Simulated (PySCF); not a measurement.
# Unknown compound

An unknown has the formula C$_{2}$F$_{8}$P$_{2}$. Its calculated NMR data are:

¹³C{¹H} NMR (computed): δ 137.6 (C, 2C).

Level of theory: structure optimised with GFN2-xTB, shielding tensors at PBE0/pcSseg-1 (GIAO), in PySCF (one conformer, gas phase, non-relativistic, averaged over atoms made equivalent by symmetry, fast rotation or ring inversion).

δ = σ(ref) − σ, references computed at the same level: ¹³C (σ = 186.93 ppm) vs TMS.

Q: What is the structure?

A: 
1 carbon signal for 2 carbons: some carbons are equivalent by symmetry or fast rotation. Carbon types of the structure: 2 × C. δC 137.6: CF3 carbon; 3 electronegative neighbours deshield it.

The compound is (CF3)2P-PF2 (FP(F)P(C(F)(F)F)C(F)(F)F).

This is the structure that produced the data.

Splittings by ¹⁹F and ³¹P in the carbon and heteronuclear signals aren't shown, as no couplings were computed. Shifts are as computed. Against solution values, carbons near 30 ppm lie about +3 ppm off and those near 130 ppm about +5 ppm. Of 1211 compounds with measured shifts, 218 miss one by over three times the rms of a fit or turn the order of signals round; such compounds aren't used in these exercises.
